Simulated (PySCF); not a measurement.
Species: C6H12Si2.
Z-matrix (Å and degrees, GFN2-xTB geometry), rows numbered from 1:
```
C 
C   1  1.3196
C   2  1.4990  1  124.82
C   3  1.5314  2  110.17  1   125.78
C   3  1.5018  2  111.24  1  -111.39
C   5  1.3439  3  126.49  2    18.89
Si  6  1.8940  5  105.56  3   178.68
Si  5  1.9111  3  128.91  2  -162.89
H   1  1.0775  2  122.19  3   179.37
H   1  1.0783  2  121.70  3    -0.52
H   2  1.0830  1  120.43  3  -179.06
H   3  1.0987  2  109.01  1     6.90
H   4  1.0876  3  110.23  2  -177.06
H   4  1.0882  3  110.19  2    63.18
H   4  1.0884  3  110.46  2   -56.82
H   6  1.0822  5  123.83  3    -0.72
H   7  1.4695  6  114.19  5   118.36
H   7  1.4689  6  114.14  5  -118.83
H   8  1.4701  5  113.92  3    62.13
H   8  1.4706  5  112.73  3   -58.46
```

Probes without a nucleus sit at each ring's centroid and 1 Å off its mean plane on both sides; NICS is minus the shielding there, NICSzz its component along the normal. Level: GIAO PBE0/pcSseg-1 (PySCF, non-relativistic, gas phase) on the GFN2-xTB geometry, one conformer.

Ring bond lengths (Å), with Mayer bond orders in brackets: C5–C6 1.344 (1.86), C6–Si7 1.894 (0.91), Si7–Si8 2.333 (0.92), Si8–C5 1.911 (0.87).

**Question.** Give the NICS values of each ring in ppm.

**Answer.** 
| ring | type | NICS(0) | NICS(1), two faces | NICS(1)zz, two faces | rms pucker (Å) | centre to ring atoms, mean (Å) |
| --- | --- | --- | --- | --- | --- | --- |
| C5–C6–Si7–Si8 | 4-membered ring with 2 Si; formal bonds 1 double, 3 single | 0.7 | -2.9 / -2.9 | 4.0 / 4.6 | 0.00 | 1.31 |

**Question.** What do they say, and how far can they be read as aromaticity?

**Answer.** 
- C5–C6–Si7–Si8: mean NICS(1)zz 4.3 ppm, deshielded. Si7, Si8 have four or more neighbours, and the NICS criterion for π rings isn't applied.

**Question.** What field does 14.1 T along the ring normal induce along that normal at the first NICS(1) probe listed for ring C5–C6–Si7–Si8, 1 Å off the ring?

**Answer.** NICSzz × B0 = 4.0 ppm × 14.1 T = 56 μT, along the applied field.

**Question.** List the ring angles and the Hirshfeld charges of the ring atoms.

**Answer.** 
- C5–C6–Si7–Si8: C5 104.6° (-0.067 e), C6 105.6° (-0.140 e), Si7 75.1° (+0.235 e), Si8 74.8° (+0.228 e); sum 360.0° against 360° for a flat convex ring.

**Question.** How shielded are the nuclei of the rings and their hydrogens (means over atoms taken as equivalent)?

**Answer.** 
| atoms | environment | σ isotropic (ppm) |
| --- | --- | --- |
| C5 | fully substituted alkene carbon | -0.3 |
| C6 | alkene CH carbon | 29.5 |
| Si7 | SiH2 silicon | 422.1 |
| Si8 | SiH2 silicon | 412.5 |
| H16 | vinylic hydrogen | 24.64 |
| H17 | Si–H hydrogen | 27.09 |
| H18 | Si–H hydrogen | 27.08 |
| H19 | Si–H hydrogen | 26.90 |
| H20 | Si–H hydrogen | 26.94 |
